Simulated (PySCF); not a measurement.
## Mo (molybdenum, neutral) across methods

[Kr] 4d5 5s1, high-spin 7S determinant. Calculation: PySCF 2.14, in x2c-QZVPPall (13s8p7d3f2g, 111 functions); the spin-free X2C one-electron Hamiltonian (Gaussian nucleus).

```
method  E (hartree)  mean ε 4p β (eV)  mean ε 4d α (eV)  mean ε 5s α (eV)  Σ⟨r²⟩ (bohr²)    ⟨S²⟩
   UHF  -4046.23995           -43.666            -9.357            -6.486          55.41  12.004
r2SCAN     -4048.42           -36.646            -4.821            -4.878          54.60  12.002
 wB97X     -4048.47           -40.620            -7.900            -6.444          55.32  12.001
  PBE0     -4048.09           -38.235            -5.863            -5.159          54.98  12.001
   LDA     -4043.67           -36.426            -4.676            -4.829          55.32  12.000
  PW91     -4048.73           -36.175            -4.622            -4.678          55.43  12.001
   PBE     -4048.02           -36.080            -4.575            -4.611          55.46  12.001
```

(1) Estimate the same row for BLYP.

Answers

(1) E (hartree) = -4048.53; mean ε 4p β (eV) = -36.106; mean ε 4d α (eV) = -4.259; mean ε 5s α (eV) = -4.395; Σ⟨r²⟩ (bohr²) = 55.83; ⟨S²⟩ = 12.000.
